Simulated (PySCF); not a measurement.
Ligands exchanged one at a time, Ga Cl-OH. Gas-phase values, no solvent. One relaxed conformer stands for each flexible species; it need not be the lowest. Strings in code marks are SMILES.

The numbers are results of r2SCAN-D4/def2-TZVP run with PySCF, not measurements. Excitations are Tamm–Dancoff values on a coarser integration grid. The basis has no diffuse functions, so Rydberg states are missing or too high.

```json
[
 {"species": "0 of 3 Cl replaced by OH (`[Cl][Ga]([Cl])[Cl]`)", "S1 oscillator strength": "0.000", "HOMO–LUMO gap (eV)": "5.78", "T1 excitation (TDA) (eV)": "5.52"},
 {"species": "1 of 3 Cl replaced by OH", "S1 oscillator strength": "0.002", "HOMO–LUMO gap (eV)": "6.08", "T1 excitation (TDA) (eV)": "5.70"},
 {"species": "2 of 3 Cl replaced by OH (`[OH][Ga]([OH])[Cl]` (H–O–Ga–Cl torsion 0°, Cl–Ga–O–H torsion 180°))", "S1 oscillator strength": "[?]", "HOMO–LUMO gap (eV)": "6.08", "T1 excitation (TDA) (eV)": "5.69"},
 {"species": "3 of 3 Cl replaced by OH (`[OH][Ga]([OH])[OH]`)", "S1 oscillator strength": "0.000", "HOMO–LUMO gap (eV)": "[?]", "T1 excitation (TDA) (eV)": "[?]"}
]
```

**Question.** Some entries are withheld; supply them.

**Answer.** 
- 2 of 3 Cl replaced by OH (`[OH][Ga]([OH])[Cl]` (H–O–Ga–Cl torsion 0°, Cl–Ga–O–H torsion 180°)), S1 oscillator strength: 0.000
- 3 of 3 Cl replaced by OH (`[OH][Ga]([OH])[OH]`), HOMO–LUMO gap (eV): 6.14
- 3 of 3 Cl replaced by OH (`[OH][Ga]([OH])[OH]`), T1 excitation (TDA) (eV): 5.76
